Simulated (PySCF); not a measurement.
Isomers of C8H10NP, one conformer each; single-point electronic energies without zero-point terms and without any empirical dispersion term.

Level: PBE0/pcSseg-1 in PySCF, non-relativistic, each on one gas-phase PBE0-D3(BJ)/def2-SVP geometry that isn't relaxed in the solvent. The solvent is an IEF-PCM continuum (van der Waals radii × 1.2). Only the electrostatic response of the medium enters.

```csv
isomer,"relative energy, gas (kcal/mol)",dipole (D)
`c12ccccc1CP(C2)N`,0.0,1.39
`c1(ccncc1)PC(C)=C`,36.3,2.48
```

How do the relative energies look in dimethylsulfoxide (ε = 46.83)?

```
             isomer  relative energy, solvent (kcal/mol)  E(solvent) − E(gas) (kcal/mol)  dipole in solvent (D)
 `c12ccccc1CP(C2)N`                                  0.0                            -6.4                   1.82
`c1(ccncc1)PC(C)=C`                                 36.5                            -6.2                   3.37
```

The order is unchanged. Conformers: `[NH2:1][P:2]1[CH2:3][c:4]2[cH:5][cH:6][cH:7][cH:8][c:9]2[CH2:10]1` with H–N1–P2–C3 100° and -34°, N1–P2–C3–C4 70°, P2–C3–C4–C5 -158°, C8–C9–C10–P2 158°, N1–P2–C10–C9 -75°; `[CH2:1]=[C:2]([CH3:3])[PH:4][c:5]1[cH:6][cH:7][n:8][cH:9][cH:10]1` with C1–C2–P4–C5 123°, C2–P4–C5–C6 132°. `c12ccccc1CP(C2)N` gains most from the continuum, while `c1(ccncc1)PC(C)=C` has the largest gas-phase dipole. The gains span 0.2 kcal/mol, the gas-phase energies 36.3 kcal/mol.
